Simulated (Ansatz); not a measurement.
Born–Oppenheimer molecular dynamics of CH5ClZn (8 atoms, charge 0, multiplicity 1). It starts at the highest image of a converged band. Of that band: Neighbouring images differ by up to 2.2 eV, so the band resolves the path poorly. A vibrational analysis at the climbing image gives 2 clearly imaginary modes (1804i, 151i cm⁻¹): a point of higher order. A lower path may pass nearby, or the ends, which weren't checked, may share the extra mode.

The calculation used RKS BHLYP/def2-SVP in Ansatz 0.2.0.

```yaml
ensemble: NVE (velocity Verlet)
time_step: 0.5 fs
steps_asked: 200
starting_velocities_drawn_for: 300 K
seed: 11866
```

First frame:

```xyz
8
Properties=species:S:1:pos:R:3
Zn -0.432 0.385 0.096
C -0.013 0.013 2.199
H -0.751 -0.492 2.829
H 0.756 -0.729 1.949
H 0.476 0.801 2.780
Cl 0.282 -0.218 -1.806
H -1.669 1.443 0.802
H -1.044 0.902 1.506
```

**Question.** How far do the bonds stretch over the last three quarters of this one trajectory? (Pairs bonded in most of those frames.)

**Answer.** 
```
   bond  mean (Å)  spread (Å)  shortest  longest
Zn1–Cl6     2.146       0.021      2.11     2.17
 Zn1–H7     1.558       0.051      1.48     1.67
  C2–H3     1.099       0.044      1.01     1.19
  C2–H4     1.101       0.038      1.03     1.17
  C2–H5     1.102       0.054      1.00     1.20
  C2–H8     1.128       0.102      0.95     1.29
```

Mean temperature of the second half: 2892 K. The conserved energy stayed within 1.5 meV per atom of its start (net change -0.5 meV per atom), so the integration is sound. The kinetic energy rose, since the run started high on the potential surface and went downhill. It ends in pieces (CH4 + ClHZn), so much of that is their flight and rotation, not heat. A run of 0.1 ps of so small a system gives no equilibrium averages. The orbitals stay closed-shell, which can raise the energy where a bond breaks towards radicals; this wasn't checked here.

The run took 4.3 min on 2 threads of Intel(R) Xeon(R) 6975P-C (Granite Rapids) (shared host), peak memory 0.22 GiB.
